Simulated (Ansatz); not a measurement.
**Relative stability**

The two ends of one reaction step of Si$_{3}$H$_{10}$O, singlet (PBE0-D4/def2-TZVP).

A:

```xyz
14
angstrom
Si -1.2726 0.7802 0.0108
H -0.0320 -2.5105 0.7825
H -1.8690 2.0954 -0.3483
H -2.3782 -0.1319 0.4106
Si 0.2201 1.0629 1.8006
H -0.5387 -2.6761 0.2597
O -0.5300 0.1659 -1.3164
Si 0.8754 -0.4157 -1.9144
H -0.5155 1.6745 2.9418
H 1.3393 1.9664 1.4173
H 0.7940 -0.2352 2.2475
H 1.3495 0.4709 -3.0063
H 0.6548 -1.7828 -2.4471
H 1.9027 -0.4639 -0.8384
```

B:

```
14
angstrom
Si -1.5758 0.0791 0.9508
H -1.2480 -1.0087 -0.0138
H -2.2952 1.1503 0.2132
H -2.4876 -0.4963 1.9758
Si 0.3609 0.9059 1.9704
H -0.6008 -1.8438 -2.0519
O 0.1759 -1.5845 -2.5502
Si 1.1126 -0.3910 -1.9122
H -0.0295 1.8206 3.0770
H 1.1956 1.6592 0.9996
H 1.1569 -0.2158 2.5346
H 2.1995 -0.1594 -2.8906
H 1.6938 -0.7827 -0.5973
H 0.3417 0.8672 -1.7054
```

Program: Ansatz 0.2.0. Basis: def2-TZVPP. Cores are frozen in the correlated methods. B3LYP uses VWN-RPA correlation.

Question: Which structure is lower at CCSD(T), and by how much? (To be estimated.)

Answer: Computed: A, by 16.38 kcal/mol (electronic energy, against the other). By their contacts, A is a complex of Si₃H₈O ([SiH3][O][SiH2][SiH3]) + H₂ and B is a complex of Si₂H₆ ([SiH3][SiH3]) + SiH₄O ([OH][SiH3]).

All methods give the same order:

| method | E(B) − E(A) (kcal/mol) |
| --- | --- |
| SPW92 | 13.09 |
| PBE-D4 | 14.37 |
| BLYP-D4 | 17.22 |
| r2SCAN-D4 | 16.72 |
| B97M-V | 15.94 |
| PBE0-D4 | 14.86 |
| B3LYP-D4 | 17.33 |
| r2SCAN0-D4 | 16.59 |
| BHLYP-D4 | 18.15 |
| CAM-B3LYP-D4 | 17.29 |
| wB97X-V | 16.35 |
| wB97M-V | 16.32 |
| B2PLYP | 17.04 |
| PBE-QIDH | 16.11 |
| RPA on PBE | 16.42 |
| HF | 17.86 |
| MP2 | 17.96 |
| CCSD | 16.29 |
| CCSD(T) | 16.38 |

No T1 diagnostic of these runs exceeds 0.012.

Labels in which every atom is bracketed show which atoms are joined, not bond orders.

For scale, one of the runs: CCSD(T)/def2-TZVPP, 297 basis functions, launched by `ansatz run in.yaml --threads 8 --pin off --events-out ev --progress --plain --max-ram 19148MiB`. Time: 2.2 min of wall clock on 8 CPU threads of an Arm Neoverse V1; the host was shared. Peak host memory: 9 GiB.
